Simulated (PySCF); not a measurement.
SMILES CC(=O)[SiH2][SiH2]N, GFN2-xTB optimised geometry.

```
15

C     -0.61    -3.00    -0.01
C      0.19    -1.73     0.00
O      1.40    -1.73     0.00
Si    -0.75    -0.05     0.00
Si     0.88     1.58     0.17
N      0.00     3.05     0.43
H     -1.26    -3.01    -0.88
H      0.03    -3.88    -0.01
H     -1.25    -3.02     0.87
H     -1.56    -0.07    -1.24
H     -1.76    -0.17     1.06
H      1.73     1.49     1.35
H      1.76     1.62    -1.01
H     -0.74     3.30    -0.20
H      0.52     3.88     0.67
```

Density from B3LYP/def2-TZVP run with PySCF at that geometry.

Minimum of the electron density along straight lines between bonded atoms, close to the bond critical point (lines longer than 1.1 times the sum of covalent radii, or with two minima, are not listed):

| bond | length / Å | ρ at the minimum / e bohr⁻³ | ∇²ρ there / e bohr⁻⁵ | position (fraction from the first atom) |
|---|---|---|---|---|
| C1–C2 | 1.503 | 0.264 | -0.70 | 0.49 |
| C2–O3 | 1.213 | 0.417 | -0.09 | 0.34 |
| C2–Si4 | 1.924 | 0.115 | 0.14 | 0.62 |
| Si4–Si5 | 2.304 | 0.101 | -0.18 | 0.62 |
| Si5–N6 | 1.730 | 0.130 | 0.54 | 0.40 |
| C1–H7 | 1.088 | 0.278 | -0.95 | 0.64 |
| C1–H8 | 1.088 | 0.281 | -0.97 | 0.64 |
| C1–H9 | 1.088 | 0.278 | -0.95 | 0.64 |
| Si4–H10 | 1.476 | 0.120 | 0.17 | 0.49 |
| Si4–H11 | 1.472 | 0.122 | 0.18 | 0.49 |
| Si5–H12 | 1.465 | 0.126 | 0.17 | 0.49 |
| Si5–H13 | 1.476 | 0.123 | 0.15 | 0.49 |
| N6–H14 | 1.007 | 0.339 | -1.62 | 0.73 |
| N6–H15 | 1.007 | 0.338 | -1.62 | 0.73 |
